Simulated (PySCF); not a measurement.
Input for PySCF: R-M06-2X/def2-TZVPP on H2O (SMILES O).

```python
from pyscf import gto, dft

mol = gto.M(
    atom='''
    O    -0.00000000    0.00000000    0.38961139
    H     0.00000000    0.76498632   -0.19485569
    H     0.00000000   -0.76498632   -0.19485569
    ''',
    basis='def2-tzvpp',
    charge=0, spin=0, verbose=4, max_memory=1800)
mf = dft.RKS(mol, xc='m062x').density_fit(auxbasis='def2-universal-jkfit')
mf.grids.level = 4
mf.conv_tol = 1e-9
mf.max_cycle = 150
mf.kernel()
mf.dip_moment()
```

What total energy does the run end on?

-76.4292 hartree.
